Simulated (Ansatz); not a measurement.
Gas-phase electronic energies from Ansatz, PBE0-D4/def2-TZVP geometries. CCSD(T)/CBS is the MP2 limit (def2-TZVPP, def2-QZVPP) plus CCSD(T) − MP2 in def2-TZVPP, frozen cores. This one scheme is used for every species. DFT in def2-TZVPP. B3LYP here is the variant with VWN-RPA as its local correlation; programs differ in this. Each species was taken in one conformer, which may not be the lowest.

Reaction (hydrogenolysis of a C–F bond): `CC(F)[SiH2]N` + H₂ → `CC[SiH2]N` + H–F

`CC(F)[SiH2]N`:

Cartesian coordinates in Å:
```
C 1.199 -1.182 -0.185
C 0.058 -0.528 -0.924
F -0.719 -1.523 -1.540
Si -1.103 0.493 0.179
N -0.231 1.739 0.979
H 0.831 -1.830 0.615
H 1.843 -0.416 0.256
H 1.807 -1.786 -0.863
H 0.452 0.104 -1.730
H -2.134 1.152 -0.662
H -1.744 -0.474 1.115
H -0.561 2.688 0.945
H 0.300 1.565 1.816
```

H₂:

```xyz
2

H    -0.250    0.023   -0.276
H     0.250   -0.023    0.276
```

`CC[SiH2]N`:

```xyz
13

C    -0.905    0.285    1.703
C    -0.822   -0.132    0.238
Si    0.870    0.140   -0.511
N     0.889   -0.389   -2.151
H    -0.689    1.350    1.828
H    -1.899    0.104    2.120
H    -0.186   -0.264    2.317
H    -1.554    0.416   -0.365
H    -1.077   -1.193    0.132
H     1.867   -0.539    0.378
H     1.223    1.587   -0.538
H     0.703   -1.354   -2.372
H     1.580   -0.012   -2.780
```

H–F:

Z-matrix (Å, degrees):
```
F
H 1 0.920
```

Problem. Is it downhill or uphill in electronic energy at CCSD(T)/CBS, and by how much? (Estimate.)

Solution. Ansatz gave: Downhill: ΔE = -114.1 kJ/mol.

Problem. What do these levels give: r2SCAN-D4, ωB97X-V, PBE, PBE0, B3LYP, MP2/def2-TZVPP, CCSD/def2-TZVPP, CCSD(T)/def2-TZVPP, SCS-MP2/def2-QZVPP, HF/CBS(def2), MP2/CBS(def2), CCSD/CBS(def2)? (An estimate is asked.)

Solution. The calculation gave: r2SCAN-D4 -99.5, ωB97X-V -99.7, PBE -101.6, PBE0 -110.7, B3LYP -102.0, MP2/def2-TZVPP -120.2, CCSD/def2-TZVPP -115.4, CCSD(T)/def2-TZVPP -112.9, SCS-MP2/def2-QZVPP -115.5, HF/CBS(def2) -111.7, MP2/CBS(def2) -121.4, CCSD/CBS(def2) -116.6 kJ/mol.

Largest T1 diagnostic among the species: 0.011.

From PBE to PBE0 (25 % exact exchange), in def2-TZVPP and without D4, ΔE moves by −9.2 kJ/mol.
